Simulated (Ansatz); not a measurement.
The Ge1–H3 bond of ClGeH3 (SMILES [Cl][GeH3]) is stretched (multiplicity 1, the rest rigid).
Geometry at rest (charge 0, multiplicity 1):
```xyz
5

Ge    -0.68437     0.03164     0.00356
Cl     1.48817    -0.06879    -0.00774
H     -1.06959     1.46669    -0.37373
H     -1.14315    -0.32667     1.42175
H     -1.18623    -0.98290    -1.03035
```

Correlated levels freeze the cores. Filled d and f shells under p-block atoms count as core.

The values were computed with Ansatz (Gaussian orbitals). Values without a source in brackets are computed.

Energies above the point at 1.533 Å (the B3LYP-D3(BJ) bond length), FIC-MRCISD+Q on CASSCF(2,2)/def2-TZVPP (kcal/mol): 6.31 at 1.380 Å; 3.60 at 1.686 Å; 87.92 at 4.906 Å.

Task: Take the last value as the depth D of a Morse curve D(1 − e^(−a(R − R₀)))², fit a and R₀ to the two near points, and test it at 2.070 and 2.683 Å.

Result: 
With D = 87.9, both near points (counted from the curve's value at 1.533 Å) are met by a = 1.51 Å⁻¹ and R₀ = 1.537 Å, so k = 2Da² = 403 kcal/(mol Å²). The curve then gives 27.0 and 59.6 kcal/mol; the level itself gives 28.2 and 65.3, so Morse is off by -1.2 and -5.7.

Ansatz is an electronic-structure program.
